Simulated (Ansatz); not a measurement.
Correlation energies of C₂H₉AlOSi, SMILES `[CH3][Al]([SiH3])[CH2]O` by basis set

```xyz
14

C    -0.3011   -0.5334    2.0219
Al   -0.1127   -0.0852    0.1343
Si   -1.8176   -0.7571   -1.5167
C     1.4498    0.9206   -0.5403
O     2.3351    1.2289    0.5317
H    -1.2396   -0.1457    2.4313
H    -0.3261   -1.6188    2.1667
H     0.5256   -0.1290    2.6104
H    -1.5013   -0.3254   -2.9099
H    -3.1585   -0.1886   -1.1843
H    -1.9899   -2.2405   -1.5549
H     1.0987    1.8322   -1.0525
H     1.9507    0.3262   -1.3230
H     3.0871    1.7159    0.1854
```

Total charge 0; spin multiplicity 1. The structure was optimised at the PBE0-D4/def2-TZVP level. It is one conformer, not always the lowest. Frozen core, restricted reference, Ansatz. CBS rows extrapolate triple and quadruple zeta; past MP2 they add the triple-zeta difference.

```
     basis     HF (Eh)  MP2 corr.
def2-TZVPP  -686.75059   -0.79968
def2-QZVPP  -686.77406   -0.85686
```

Problem. Estimate the CCSD correlation energy and the (T) correction in each basis where they were run (hartree).

Solution. 
| basis | CCSD corr. | (T) |
| --- | --- | --- |
| def2-TZVPP | -0.86096 | -0.03153 |
| CBS(def2) | -0.96049 | as TZ |
